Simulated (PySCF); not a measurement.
C5H4O2S.
Bonds: O1–C2 (double), C2–C3, C3–C4 (double), C4–S5, S5–C6, C6–O7, C6–C8 (double), C2–C8. Hydrogens: H9 on C3; H10 on C4; H11 on O7; H12 on C8.

All values: CAM-B3LYP/def2-SVPD (PySCF, non-relativistic), on one gas-phase PBE0-D3(BJ)/def2-SVP geometry that isn't relaxed in the solvent. The solvent is an IEF-PCM continuum (van der Waals radii × 1.2). The model holds no explicit solvent molecules, cavitation or dispersion.

Gas phase at CAM-B3LYP/def2-SVPD: HOMO -8.23 eV, LUMO -0.49 eV, dipole 3.37 D.

Task: What does the continuum do to the energy, the frontier levels and the dipole at CAM-B3LYP/def2-SVPD in chloroform and water?

Result: 
| solvent | ε | E(solvent) − E(gas) (kJ/mol) | polarisation term (kJ/mol) | distortion of the solute (kJ/mol) | HOMO (eV) | LUMO (eV) | dipole (D) |
| --- | --- | --- | --- | --- | --- | --- | --- |
| chloroform | 4.711 | -35.68 | -41.42 | 5.74 | -8.21 | -0.46 | 4.46 |
| water | 78.36 | -50.90 | -62.79 | 11.89 | -8.22 | -0.47 | 4.95 |

The polarisation term is half the interaction of the solute with the surface charges that it induces; the rest is the cost of distorting the solute's density. The sum is the electrostatic part of solvation alone. From chloroform to water the lowering changes by a factor 1.43, Onsager's factor (ε − 1)/(2ε + 1) by 1.38 and ε itself by 16.6.

Task: Which radius a makes the point-dipole formula ΔE = −[(ε − 1)/(2ε + 1)]·μ²/a³ give the value in water, with the gas-phase dipole?

Result: μ = 1.326 au and |ΔE| = 0.01939 Eh give a = 1.88 Å; the farthest nucleus lies 3.07 Å from the centroid of the nuclei, so such a sphere wouldn't even hold the nuclei. The formula assumes a rigid point dipole at the centre of a sphere.

Task: How does the static polarisability (CAM-B3LYP/def2-SVPD, frozen core, with the continuum's full static response) change?

Result: 
```
    medium  isotropic (au)  principal values (au)  ⟨r²⟩ of the electrons (bohr²)
       gas            85.6      50.0, 89.7, 117.3                         1044.4
chloroform           110.9     62.0, 112.5, 158.3                         1044.9
     water           124.4     70.2, 123.6, 179.2                         1045.2
```

The isotropic value in water is 1.45 times the gas-phase one; no cavity-field correction is applied. ⟨r²⟩ is taken about the centre of nuclear charge.

Time: 33 s of wall time. Hardware: an Arm Neoverse V2 with one thread (shared host). This is the whole response run at CAM-B3LYP/def2-SVPD in water, SCF included.

Conformer computed: `[O:1]=[c:2]1[cH:3][cH:4][s:5][c:6]([OH:7])[cH:8]1`: H–O7–C6–S5 180°.
